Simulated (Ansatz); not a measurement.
Calculated with Ansatz (gas phase, PBE0-D4/def2-TZVP geometries, no zero-point term in ΔE). CBS: MP2 limit from def2 TZ/QZ plus the TZ coupled-cluster correction, frozen cores. Functionals use def2-TZVPP. B3LYP here is the variant with VWN-RPA as its local correlation; programs differ in this. Elements past krypton have def2 core potentials. For Br, Ga, Sn outer-core shells are correlated without core-valence functions, which leaves a few kJ/mol of doubt a bond. Scalar relativity is left out up to krypton. One conformer a species, not always the lowest.

Consider the redistribution: `[OH][Ga]([OH])[O][SiH3]` + `[F][Sn][Br]` → `[OH][Ga]([OH])[Br]` + `[F][Sn][O][SiH3]`.

```json
{"level": "PBE-D4", "ΔE (kJ/mol)": "-3.0", "difference from CCSD(T)/CBS": "0.2"}
{"level": "B3LYP-D4", "ΔE (kJ/mol)": "-0.6", "difference from CCSD(T)/CBS": "2.6"}
{"level": "ωB97X-V", "ΔE (kJ/mol)": "-5.1", "difference from CCSD(T)/CBS": "-1.9"}
{"level": "ωB97M-V", "ΔE (kJ/mol)": "-5.3", "difference from CCSD(T)/CBS": "-2.1"}
{"level": "PBE", "ΔE (kJ/mol)": "-2.2", "difference from CCSD(T)/CBS": "1.0"}
{"level": "HF/def2-TZVPP", "ΔE (kJ/mol)": "4.1", "difference from CCSD(T)/CBS": "7.3"}
{"level": "HF/def2-QZVPP", "ΔE (kJ/mol)": "4.7", "difference from CCSD(T)/CBS": "7.9"}
{"level": "MP2/def2-QZVPP", "ΔE (kJ/mol)": "-4.0", "difference from CCSD(T)/CBS": "-0.8"}
{"level": "HF/CBS(def2)", "ΔE (kJ/mol)": "4.7", "difference from CCSD(T)/CBS": "7.9"}
{"level": "CCSD/CBS(def2)", "ΔE (kJ/mol)": "-1.6", "difference from CCSD(T)/CBS": "1.6"}
{"level": "CCSD(T)/CBS", "ΔE (kJ/mol)": "-3.2", "difference from CCSD(T)/CBS": "0"}
```

Largest T1 diagnostic among the species: 0.016.

In def2-TZVPP, CCSD(T) changes the Hartree–Fock value by −9.1 kJ/mol (the triples alone add −1.5 kJ/mol) and MP2 by −9.4 kJ/mol.
